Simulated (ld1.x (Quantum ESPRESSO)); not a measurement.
**Before and after: TM potential for Au (Z = 79)**

- Element: gold (Au)
- Generator: ld1.x (Quantum ESPRESSO) 7.5
- Type: norm-conserving Troullier–Martins (Kleinman–Bylander form)
- Functional: BP86
- Relativity: scalar-relativistic
- Frozen core: [Xe] 4f14
- Valence charge: 11
- Reference configuration: 5d10 6s0 6p0 (charge +1)
- Partial waves: 6s (bound, empty): rc 1.70 bohr; 6p (bound, empty): rc 2.95 bohr; 5d (bound): rc 1.55 bohr
- Local potential: all-electron potential smoothed inside 1.20 bohr (lloc = -1)
- Core correction: Bessel-smoothed model core, default radius (core density twice the valence density)

All-electron outer shells of the reference configuration (BP86, scalar-relativistic, ld1.x):

```
shell  level (eV)  outermost node (bohr)  outermost maximum (bohr)
   5p      -68.49                   0.52                      0.96
   5d      -15.46                   0.56                      1.21
   6s      -13.35                   1.11                      2.24
   6p       -6.66                   1.31                      2.98
```

Change: local potential all-electron potential smoothed inside 2.32 bohr (lloc = -1).

Cutoffs: the cutoffs (Ry, on a coarse ladder) from which the occupation-weighted sum of valence levels, in a spherical-Bessel basis at the reference potential, stays within 10 and 1 mRy of its value at 400 Ry; they do not see the model core or the augmentation charge, which bear on the density cutoff. Errors are all-electron minus pseudo energies relative to the spin-unpolarised reference configuration.

Task: How do hardness, ghosts and transferability respond?

Result: The potential gets neither clearly harder nor softer (45 Ry and 70 Ry → 45 Ry and 70 Ry); the bound ghosts move from p, s to s; of the 7 tests that both files solve, the error grows in 2 and shrinks in 1 by more than 15 % and 0.3 meV (median size 25.9 → 23.2 meV); the range in which the d phases agree narrows (upper end at the end of the scan → 0.6). In the separable form a ghost depends on how the local part lies against the semilocal potential of the channel, so the choice of the local part can create or remove one.

| quantity | base | changed |
| --- | --- | --- |
| cutoff, loose | 45 Ry | 45 Ry |
| cutoff, tight | 70 Ry | 70 Ry |
| bound ghosts | s, p | s |
| error for 5d10 6s1 6p0, meV [ΔE -9.58 eV] | -1.5 | -0.6 |
| error for 5d9 6s0 6p0, meV [ΔE 21.33 eV] | -34 | -50 |
| error for 5d8 6s0 6p0, meV [ΔE 55.32 eV] | -189 | -269 |
| error for 5d10 6s0 6p1, meV [ΔE -4.25 eV] | -1.2 | -1.0 |
| error for 5d9 6s2 6p0, meV [ΔE -7.93 eV] | -47 | -50 |
| error for 5d9 6s1 6p0, meV [ΔE 2.68 eV] | -26 | -23 |
| error for 5d10 6s0.5 6p0, meV [ΔE -5.72 eV] | +0.6 | +0.7 |
| s: phases at 3.20 bohr within 0.05 rad from the reference energy up to (Ry; the scan ends near 5) | 0.2 | -0.3 |
| p: phases at 3.20 bohr within 0.05 rad from the reference energy up to (Ry; the scan ends near 5) | 1.5 | 1.0 |
| d: phases at 3.20 bohr within 0.05 rad from the reference energy up to (Ry; the scan ends near 5) | to the end of the scan | 0.6 |

Base: These tests converged, but a pseudo level misses the all-electron one widely, so the file describes the atom poorly there or has found another state: 5d8 6s0 6p0: empty 6p by 7.0 eV. A true bound ghost makes a file unfit for plane-wave use even where its test errors are small: the radial tests pick states by their node count and pass the ghost by.
